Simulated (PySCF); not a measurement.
**Broadened absorption spectrum of C5H9NOSi**

C₅H₉NOSi.
Structure used (GFN2-xTB), in Å, numbered top down from 1:
```
atom  x, y, z in Å
C1     3.838   -0.252   -0.905
C2     2.930   -0.242   -0.126
C3     1.781   -0.255    0.761
N4     0.540   -0.115    0.026
C5    -0.321    0.911    0.249
O6    -0.139    1.729    1.127
C7    -1.538    0.893   -0.627
Si8   -2.887   -0.179    0.196
H9     4.655   -0.246   -1.563
H10    1.827    0.594    1.452
H11    1.779   -1.189    1.338
H12    0.377   -0.753   -0.736
H13   -1.298    0.517   -1.621
H14   -1.901    1.915   -0.726
H15   -2.389   -1.558    0.272
H16   -3.185    0.325    1.531
H17   -4.074   -0.136   -0.659
```

Computed, not measured: TDDFT B3LYP/def2-SVPD, vertical, gas phase, core orbitals frozen in the response in PySCF 2.14.0, density-fitted response routines.

Computed states:

```json
{"state": "S1", "E (eV)": "5.67", "f": "0.0034"}
{"state": "S2", "E (eV)": "6.24", "f": "0.041"}
{"state": "S3", "E (eV)": "6.36", "f": "0.0027"}
{"state": "S4", "E (eV)": "6.51", "f": "0.0009"}
{"state": "S5", "E (eV)": "6.72", "f": "0.053"}
{"state": "S6", "E (eV)": "6.85", "f": "0.056"}
{"state": "S7", "E (eV)": "6.89", "f": "0.0057"}
{"state": "S8", "E (eV)": "7.06", "f": "0.0024"}
```

Each state is given a Gaussian of 0.4 eV full width at half maximum, with ε(max) = 2.175×10⁸ f / Δν̃ (Δν̃ the width in cm⁻¹). The width is an assumption, not a result. The curve ends short of the highest state used, and states not computed would add to its high-energy end.

Q: Give the broadened spectrum and its maxima.

A: 
```
λ (nm)  ε (L mol⁻¹ cm⁻¹)
 192.0              2825
 193.0              2746
 193.9              2761
 194.9              2836
 195.8              2923
 196.8              3002
 197.7              3034
 198.7              3006
 199.7              2902
 200.6              2745
 201.6              2512
 202.5              2263
 203.5              1963
 204.5              1658
 205.4              1394
 206.4              1126
 207.3               916
 208.3               719
 209.3               564
 210.2               457
 211.2               371
 212.1               317
 213.1               279
 214.0               260
 215.0               248
 216.0               244
 216.9               242
 217.9               241
 218.8               238
 219.8               231
 220.8               222
 221.7               210
 222.7               194
 223.6               178
 224.6               158
 225.6               138
 226.5               121
 227.5               102
 228.4                86
 229.4                70
 230.3                57
 231.3                45
 232.3                35
 233.2                28
 234.2                21
 235.1                16
 236.1                12
 237.1                 8
 238.0                 6
 239.0                 4
 239.9                 3
 240.9                 2
 241.9                 1
 242.8                 1
 243.8                 1
 244.7                 0
```

Maxima: 198 nm (6.27 eV), ε about 3000, made up of S2 (90%) (ε in L mol⁻¹ cm⁻¹; maxima over ε = 5, shares over 10%). At its high-energy end, 6.46 eV, the curve is still rising (ε about 2800, from S2 and S5).

Q: Coming from long wavelengths, where does ε first pass 100 L mol⁻¹ cm⁻¹?

A: At about 228 nm (5.45 eV), 0.22 eV below S1.

Q: What would ε be at 6.27 eV, the highest of these maxima, with half the width (0.2 eV)?

A: About 5450 L mol⁻¹ cm⁻¹ against 3030, a factor of about 1.8; a lone state at its own centre would give exactly 2.

Q: On this curve, what absorbance would a 10⁻⁵ mol/L sample give at 222 nm over a 1 cm path?

A: 222 nm is 5.585 eV, where ε is about 210 L mol⁻¹ cm⁻¹, so A = ε c l ≈ 0.0021 (Beer–Lambert, with the gas-phase spectrum and the assumed width).

One conformer stands for the species.
